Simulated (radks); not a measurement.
Minus the highest occupied eigenvalue as an estimate of the ionisation energy, Os40+ to Os59+. The LB94 potential has the -1/r tail that LDA and GGA lack but no energy functional. Method: Dirac Kohn-Sham, LB94 model potential, spin-unpolarised, spherical densities, finite nucleus; open shells fill j = l - 1/2 first; Fermi nuclear charge, rms radius 5.4126 fm; computed with a radial shooting solver on a logarithmic mesh with Libxc functionals.

| species | configuration | HOMO | -e(HOMO) (eV) | <r> (bohr) | IE, NIST (eV) | kind |
|---|---|---|---|---|---|---|
| Os40+ | [Kr] | 4p3/2 | 1999.3 | 0.406 | 1996 | theory |
| Os41+ | [Ar] 3d10 4s2 4p5 | 4p3/2 | 2057.1 | 0.404 | 2052 | theory |
| Os42+ | [Ar] 3d10 4s2 4p4 | 4p3/2 | 2115.5 | 0.401 | 2112 | theory |
| Os43+ | [Ar] 3d10 4s2 4p3 | 4p3/2 | 2174.4 | 0.399 | 2168 | theory |
| Os44+ | [Ar] 3d10 4s2 4p2 | 4p1/2 | 2350.1 | 0.376 | 2336 | theory |
| Os45+ | [Ar] 3d10 4s2 4p1 | 4p1/2 | 2413.1 | 0.374 | 2400 | theory |
| Os46+ | [Ar] 3d10 4s2 | 4s1/2 | 2575.7 | 0.376 | 2552 | theory |
| Os47+ | [Ar] 3d10 4s1 | 4s1/2 | 2639.5 | 0.374 | 2616 | semi-emp. |
| Os48+ | [Ar] 3d10 | 3d5/2 | 4353.2 | 0.172 | 4374 | theory |
| Os49+ | [Ar] 3d9 | 3d5/2 | 4486.2 | 0.171 | 4501 | theory |
| Os50+ | [Ar] 3d8 | 3d5/2 | 4620.7 | 0.170 | 4635 | theory |
| Os51+ | [Ar] 3d7 | 3d5/2 | 4756.8 | 0.168 | 4779 | theory |
| Os52+ | [Ar] 3d6 | 3d5/2 | 4894.3 | 0.167 | 4917 | theory |
| Os53+ | [Ar] 3d5 | 3d5/2 | 5033.3 | 0.166 | 5052 | theory |
| Os54+ | [Ar] 3d4 | 3d3/2 | 5260.9 | 0.161 | 5280 | theory |
| Os55+ | [Ar] 3d3 | 3d3/2 | 5406.0 | 0.159 | 5421 | theory |
| Os56+ | [Ar] 3d2 | 3d3/2 | 5552.5 | 0.158 | 5575 | theory |
| Os57+ | [Ar] 3d1 | 3d3/2 | 5700.5 | 0.157 | 5717 | theory |
| Os58+ | [Ar] | 3p3/2 | 6112.2 | 0.182 | 6115 | theory |
| Os59+ | [Ne] 3s2 3p5 | 3p3/2 | 6241.5 | 0.181 | 6240 | theory |

Reference values: NIST Atomic Spectra Database (exp. = measured, semi-emp. = semi-empirical, theory = theoretical value adopted there). Spin polarisation and multiplet splitting are left out.

Beside tabulated values, note that spin-unpolarised runs miss the spin-polarisation part of the exchange energy of open shells.
